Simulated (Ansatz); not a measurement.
GeS₂⁺. Total charge 1; doublet. Geometry PBE0-D4/def2-TZVP; atoms count from 1.

```xyz
3

Ge    0.000    0.000    0.000
S     2.017   -0.044    0.028
S    -2.017    0.044   -0.028
```

The structure comes from a short search, and lower isomers may exist.

Estimate the Mulliken populations from the PBE0/def2-TZVP orbitals of Ansatz.


| atom | charge (e) | spin (α − β) |
| --- | --- | --- |
| Ge1 | 0.75 | -0.24 |
| S2 | 0.13 | 0.62 |
| S3 | 0.13 | 0.62 |
Mulliken values and Mayer orders depend strongly on the basis.

Where does the spin sit?

Summed by element: Ge -0.24, S 1.24, of 1 unpaired in all. Largest on single atoms: S2 0.62, S3 0.62, Ge1 -0.24.

And the Mayer bond orders between bonded heavy atoms (over 0.3)?

Ge1–S2 1.87 (2.02 Å); Ge1–S3 1.87 (2.02 Å). Values over 0.3 also appear between atoms too far apart for a bond (S2–S3 0.33 at 4.03 Å); they arise where an orbital or an unpaired electron spreads over both atoms.
